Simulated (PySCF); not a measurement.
**Electron correlation in Kr³⁺ (krypton, charge +3)**

[Ar] 3d10 4s2 4p3, high-spin 4S determinant. Calculation: PySCF 2.14, in Sapporo-DKH3-DZP-2012 (6s5p3d1f, 43 functions); the spin-free X2C one-electron Hamiltonian (Gaussian nucleus). Frozen: [Ar] 3d10; 5 electrons correlated.

MP2 pair energies summed by pair of shells (mhartree):

```csv
pair,energy,share (%)
4s-4p,-41.38,66.5
4p-4p,-15.22,24.5
4s-4s,-5.59,9.0
```

Total MP2 correlation energy: -62.19 mhartree.

Same-spin part -16.66 and opposite-spin part -45.53 mhartree; SCS-MP2 scales them by 1/3 and 6/5 to -60.19 mhartree.

```
  level  correlation energy (mhartree)
   CCSD                         -76.81
    (T)                          -0.69
CCSD(T)                         -77.50
```

Diagnostics: T1 = 0.00072, D1 = 0.0012, largest double amplitude 0.058.

Cost of the coupled-cluster step: 0.3 s of wall time on 1 thread of Neoverse-V2 (shared host), for 5 correlated electrons.
